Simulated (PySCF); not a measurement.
## Orbital picture of Ta₂

LDA at R = 2.225 Å; Ta def2-TZVPP with ECP60; scalar-relativistic core potentials (PySCF 2.14). State: singlet, one real π or δ orbital doubly filled, a mixture of terms (⟨Lz²⟩ = 8.0). Only the outer orbitals are listed.

```csv
spin,orbital,occ.,ε (eV),main shells (%)
α,σu,1,-33.94,98 p
α,σg,1,-5.51,100 s
α,πu,1,-4.28,98 d
α,πu,1,-4.28,98 d
α,σg,1,-3.83,88 d
α,δg,1,-3.21,100 d
α,σu,0,-3.32,"83 s, 9 d, 8 p"
α,δg,0,-3.20,100 d
α,δu,0,-1.61,99 d
β,σu,1,-33.94,98 p
β,σg,1,-5.51,100 s
β,πu,1,-4.28,98 d
β,πu,1,-4.28,98 d
β,σg,1,-3.83,88 d
β,δg,1,-3.21,100 d
β,σu,0,-3.32,"83 s, 9 d, 8 p"
β,δg,0,-3.20,100 d
β,δu,0,-1.61,99 d
```

Q: Which are the highest filled and the lowest empty level, where do they sit, and how wide is the gap?

A: Highest filled α δg at -3.21 eV (in %: 100 d); lowest empty α σu at -3.32 eV (in %: 83 s, 9 d, 8 p); the gap at LDA is -0.11 eV.

```json
{"bond order (Mayer)": "4.83", "⟨S²⟩": "0.325"}
```

Closed-shell solutions of metal pairs were not tested for spin polarisation, which can lower them a little. Spin–orbit coupling is left out. Counting both spins, an empty level lies below a filled one in this solution, because spin and occupation are held.
